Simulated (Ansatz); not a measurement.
System: CH4BO3, charge 0, multiplicity 2. It need not be the lowest isomer of its formula. SMILES: [CH2]OB(O)O
Coordinates optimised at B3LYP-D3(BJ)/def2-TZVP (Ansatz, an electronic-structure program):
```
B
O 1 1.3689
H 2 0.9595 1 115.91
O 1 1.3709 2 115.19 3 179.88
C 4 1.3572 1 123.69 2 178.85
O 1 1.3727 2 125.90 3 -0.01
H 6 0.9596 1 116.25 2 -0.01
H 5 1.0771 4 115.07 1 174.91
H 5 1.0790 8 124.25 4 167.07
```
Charge 0, spin multiplicity 2.

Parts of the frozen-core correlation energy in cc-pVTZ (Ansatz, hartree). Frozen orbitals: 5; correlated occupied orbitals by spin: 15 and 14; virtual: 186 and 187. UHF or UKS for open shells. Spin-orbit coupling is left out. No relativistic terms.

| term | value |
|---|---|
| reference (HF) | -289.69547 |
| MP2 opposite-spin | … |
| MP2 same-spin | … |
| CCSD correlation | … |
| (T) | -0.03565 |
| T1 diagnostic | 0.014 |
| largest doubles amplitude | 0.020 |
| <S^2> of the reference | 0.763 |

Some entries are withheld; supply them.


- MP2 opposite-spin, value: -0.70890
- MP2 same-spin, value: -0.24174
- CCSD correlation, value: -0.97156
